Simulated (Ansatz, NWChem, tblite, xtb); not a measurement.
How methods differ on CH4BFO (SMILES COBF)

CH4BFO has 8 atoms, charge 0, and is taken as a singlet. As SMILES, `COBF`. The coordinates come from a PBE0-D4/def2-TZVP relaxation. This is one conformer, not always the lowest.

```
atom    x (Å)    y (Å)    z (Å)
   C  -0.1922   1.0538  -0.0544
   O   0.1243  -0.1580  -0.7080
   B   0.2709  -1.3058  -0.0345
   F   0.5676  -2.3930  -0.7306
   H  -0.2969   0.9141   1.0250
   H  -1.1287   1.4400  -0.4601
   H   0.6011   1.7778  -0.2484
   H   0.1459  -1.3861   1.1551
```

Quantity: the dipole moment, in D. The values are calculated.

```
                             level            kind  program  value (D)   CPU time
                          GFN2-xTB  semi-empirical      xtb       3.05  under 2 s
                          GFN0-xTB  semi-empirical      xtb       2.56  under 2 s
                          GFN1-xTB  semi-empirical      xtb       3.19  under 2 s
                         IPEA1-xTB  semi-empirical   tblite       3.51  under 2 s
                         HF/STO-3G    Hartree–Fock   NWChem       1.85      1.3 s
                          HF/3-21G    Hartree–Fock   Ansatz       3.25      1.1 s
                       HF/def2-SVP    Hartree–Fock   Ansatz       2.93      4.9 s
                    BLYP/6-311+G**             GGA   Ansatz       2.63       18 s
                       PBE/pcseg-2             GGA   Ansatz       2.49       43 s
B3LYP/6-31G* (spherical functions)   global hybrid   Ansatz       2.38      8.8 s
```

The values span 1.85 to 3.51 D. Sets without polarisation functions give poor dipoles. Without the sets that lack polarisation functions the rows with a basis span only 2.38 to 2.93 D. CPU times are rough (shared hosts, several kinds of processor): they show what a rung costs within a factor of a few.
